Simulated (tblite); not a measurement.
Compound: C₅H₇FSi.
Geometry (GFN2-xTB, Å), atoms numbered from 1 in this order:
```xyz
14
C5H7FSi angstrom
C      2.8576   -0.1405    0.3592
C      1.7096    0.0073    0.6699
C      0.3328    0.1981    1.0356
F      0.2559    0.5245    2.3950
C     -0.5767   -1.0034    0.6960
C     -1.3889   -0.4065   -0.4718
Si    -0.7220    1.3537   -0.1288
H      3.8606   -0.2751    0.0829
H     -0.0178   -1.9016    0.4338
H     -1.2070   -1.2263    1.5561
H     -2.4600   -0.5738   -0.3846
H     -1.0751   -0.8181   -1.4297
H      0.0279    2.0226   -1.1868
H     -1.5976    2.2386    0.6311
```

Computed with GFN2-xTB (tblite): harmonic, unscaled wavenumbers at the GFN2-xTB geometry, gas phase. Against measured fundamentals such values can be off by several per cent, at times by over 20. Modes of hydrogen on silicon can be 10 to 20 % off. One conformer, not necessarily the lowest.

Harmonic wavenumbers (cm⁻¹): 52.4, 120.6, 155.7, 234.1, 346.5, 390.0, 426.3, 446.1, 473.4, 523.8, 575.5, 621.3, 659.1, 676.0, 705.5, 741.6, 757.2, 844.1, 962.6, 985.7, 1026.5, 1075.4, 1160.6, 1181.9, 1216.3, 1276.4, 1460.2, 1477.7, 2267.8, 2303.6, 2312.5, 2989.5, 3002.6, 3010.7, 3017.6, 3393.4.

A = 3060, B = 1734, C = 1647 MHz; mass 114.030 u (most abundant isotopes); point group C1, symmetry number 1.

Question: What is the zero-point energy?

Answer: ½Σν̃ = 21435 cm⁻¹ = 61.29 kcal/mol.

Question: Give the ideal-gas entropy at 350 K and 1 bar in the rigid-rotor, harmonic-oscillator model (classical rotation).

Answer: Translation 40.93, rotation 28.48, vibration 24.95: S = 94.4 cal/(mol K).

Question: And Cp and H(350 K) − H(0)?

Answer: Cp = 37.21 cal/(mol K), of which vibrations give 29.26 (their classical limit is 36 R = 71.5); H(350 K) − H(0) = 7.66 kcal/mol without the zero-point energy, 4.87 from vibrations.

Question: Which modes carry the vibrational entropy at 350 K?

Answer: 52.4 cm⁻¹: 5.04; 120.6 cm⁻¹: 3.40; 155.7 cm⁻¹: 2.91; 234.1 cm⁻¹: 2.14; 346.5 cm⁻¹: 1.44; 390.0 cm⁻¹: 1.25 cal/(mol K); the other 30 give 8.76 together.

Question: Blend soft modes into free rotors: weight 1/[1 + (100 cm⁻¹/ν̃)⁴] for the oscillator and the rest for a rotor with moment μB/(μ + B), μ = h/(8π²ν), B = 10⁻⁴⁴ kg m². What vibrational entropy results?

Answer: 23.44 cal/(mol K) in place of 24.95, which changes −T·S at 350 K by +0.53 kcal/mol.

Question: How do the functions run with temperature in this model?

Answer: 
```
T (K)  S (cal/(mol K))  Cp (cal/(mol K))  H − H(0) (kcal/mol)  G − H(0) (kcal/mol)  ln q(vib)
  100             64.5              14.7                 1.10                -5.35       0.99
  200             77.4              24.0                 3.02               -12.46       2.66
  300             88.9              33.2                 5.89               -20.78       4.55
  500            109.3              46.5                13.98               -40.67       8.57
  800            133.9              57.8                29.80               -77.30      14.39
 1000            147.3              62.7                41.87              -105.45      17.94
```

q(vib) and H(0) count from the zero-point level.

Question: What must be added to the electronic energy to get the Gibbs energy at 350 K and 1 bar?

Answer: ZPE + [H(350 K) − H(0)] − T·S = 61.29 + 7.66 − 33.02 = 35.93 kcal/mol.

Hindered rotation and anharmonicity are outside this model. Other conformers, if any are populated, would add a mixing term that is left out. The structure is chiral; the term R ln 2 for an equal mix with its mirror image is left out.

The run took 0.64 s on Arm Neoverse N1, one thread, shared host with 64 logical CPUs at a one-minute load of 48. The figure is for the frequency step alone.
